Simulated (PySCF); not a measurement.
CH7ClGeSi, SMILES Cl[SiH2][CH2][GeH3].

The structure is a stationary point at B3LYP-D3(BJ)/def2-SVP. The structure was generated by enumeration, and PubChem lists no compound with its InChIKey, so it may never have been made. One conformer was computed; it need not be the lowest.

All values below come from B3LYP-D3(BJ)/def2-SVP in PySCF.

Frequencies are harmonic and unscaled.

| mode | ν (cm⁻¹) | IR (km/mol) | Raman (Å⁴/amu) | depolarisation | moving atoms (share of kinetic energy) |
|---|---|---|---|---|---|
| 1 | 56 | 0.5 | 0.3 | 0.75 | Cl 39 %, H 27 %, Ge 19 %, C 8 % |
| 2 | 108 | 0.2 | 0.1 | 0.50 | H 83 %, Cl 10 % |
| 3 | 115 | 0.3 | 0.2 | 0.57 | H 31 %, C 20 %, Si 18 %, Ge 16 %, Cl 14 % |
| 4 | 231 | 3.0 | 2.4 | 0.61 | Si 37 %, H 24 %, C 17 %, Cl 13 %, Ge 8 % |
| 5 | 466 | 4.8 | 8.7 | 0.38 | H 77 %, C 9 %, Si 8 % |
| 6 | 486 | 18.7 | 13.7 | 0.15 | H 44 %, C 23 %, Si 13 %, Cl 12 % |
| 7 | 524 | 11.4 | 4.9 | 0.71 | H 63 %, Si 18 %, Cl 14 % |
| 8 | 534 | 15.6 | 6.0 | 0.62 | H 51 %, Si 26 %, Cl 20 % |
| 9 | 639 | 46.4 | 2.9 | 0.03 | H 57 %, C 31 % |
| 10 | 685 | 25.1 | 12.1 | 0.74 | H 86 %, C 8 % |
| 11 | 727 | 61.3 | 5.2 | 0.65 | H 49 %, C 35 %, Si 13 % |
| 12 | 778 | 96.4 | 10.1 | 0.54 | H 60 %, C 29 %, Si 9 % |
| 13 | 839 | 178.6 | 16.6 | 0.68 | H 94 % |
| 14 | 884 | 195.9 | 13.9 | 0.72 | H 92 % |
| 15 | 890 | 37.6 | 27.9 | 0.75 | H 95 % |
| 16 | 896 | 58.5 | 24.4 | 0.75 | H 93 % |
| 17 | 962 | 100.4 | 18.4 | 0.73 | H 96 % |
| 18 | 1019 | 24.9 | 3.5 | 0.74 | H 96 % |
| 19 | 1074 | 40.5 | 3.9 | 0.58 | H 66 %, C 32 % |
| 20 | 1381 | 5.8 | 11.1 | 0.70 | H 92 % |
| 21 | 2125 | 133.1 | 220.0 | 0.20 | H 99 % |
| 22 | 2132 | 91.7 | 105.0 | 0.30 | H 99 % |
| 23 | 2153 | 90.7 | 111.2 | 0.32 | H 99 % |
| 24 | 2234 | 125.4 | 220.2 | 0.14 | H 97 % |
| 25 | 2241 | 110.6 | 98.5 | 0.44 | H 96 % |
| 26 | 3045 | 1.8 | 108.3 | 0.11 | H 95 % |
| 27 | 3110 | 0.4 | 74.5 | 0.74 | H 91 %, C 9 % |
